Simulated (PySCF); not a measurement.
Isomers of C4H9O4P, one conformer each; single-point electronic energies without zero-point terms and without any empirical dispersion term.

All values: PBE0/pcSseg-1 (PySCF, non-relativistic), each on one gas-phase PBE0-D3(BJ)/def2-SVP geometry that isn't relaxed in the solvent. The solvent is an IEF-PCM continuum (Bondi radii, 1.10 Å for H, scaled by 1.2). Only the electrostatic response of the medium enters.

```
                   isomer  relative energy, gas (kJ/mol)  dipole (D)
`CO[P@]1(=O)O[C@H](C)CO1`                            0.0        3.86
         `CCOP1(=O)OCCO1`                            3.4        3.68
```

Question: How do the relative energies look in benzene (ε = 2.271)?

Answer: 
| isomer | relative energy, solvent (kJ/mol) | E(solvent) − E(gas) (kJ/mol) | dipole in solvent (D) |
| --- | --- | --- | --- |
| `CO[P@]1(=O)O[C@H](C)CO1` | 0.0 | -19.3 | 4.33 |
| `CCOP1(=O)OCCO1` | 2.9 | -19.8 | 4.12 |

The order is unchanged. Conformers: `[CH3:1][O:2][P@@:3]1(=[O:4])[O:5][CH2:6][C@@H:7]([CH3:8])[O:9]1` with C1–O2–P3–O4 5°, O2–P3–O5–C6 118°, P3–O5–C6–C7 -28°, O5–C6–C7–C8 -86°, C6–C7–O9–P3 -29°; `[CH3:1][CH2:2][O:3][P:4]1(=[O:5])[O:6][CH2:7][CH2:8][O:9]1` with C1–C2–O3–P4 84°, C2–O3–P4–O5 -1°, O3–P4–O6–C7 -114°, P4–O6–C7–C8 24°, O6–C7–C8–O9 -34°, C7–C8–O9–P4 30°. `CCOP1(=O)OCCO1` gains most from the continuum, while `CO[P@]1(=O)O[C@H](C)CO1` has the largest gas-phase dipole. The gains span 0.5 kJ/mol, the gas-phase energies 3.4 kJ/mol.
